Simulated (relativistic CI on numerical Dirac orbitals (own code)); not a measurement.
Calculated at this level of theory: Dirac-Coulomb-Breit CI, orbitals from a KLI potential per configuration, model QED, unscaled Slater integrals (own radial code, finite nucleus).

The strongest absorption lines from the ground level of an ion, among the configurations computed and to levels below about 641 eV (vacuum wavelength in nm, gf): 2.1819 (0.41), 2.1876 (0.13), 2.1974 (0.71), 2.2062 (0.89), 2.2135 (0.22), 5.2212 (0.71), 5.5018 (1.6), 5.8002 (0.9).

Question: Which ion is it?
A. Sn22+
B. Sn24+
C. Pd20+
D. Te26+

Answer: B. Sn24+ has 26 electrons and the ground level 3s2.3p6.3d8 3F_4; the strongest line goes to 3s2.3p5.3d9 3D°_3. The pattern of lines fixes the number of electrons, and along that sequence the line energies rise steadily with the charge (about as its square where n changes within one kind of shell, about linearly where n is kept but much faster in heavy ions where fine structure, which grows about as Z⁴, sets the gap, and irregularly where shells cross), which fixes Z. Configurations outside the model, such as inner-shell arrays, can give stronger lines. At this charge energies of transitions that change n are usually good to better than 1 %, and those within a shell (Δn = 0) to a few per cent. Terms inside the open d or f shell come out 10 to 20 % too wide with unscaled integrals.

LS names give the leading component of a level, which can be under half, so a name can repeat, a term be missing and a line seem to break the LS rules.
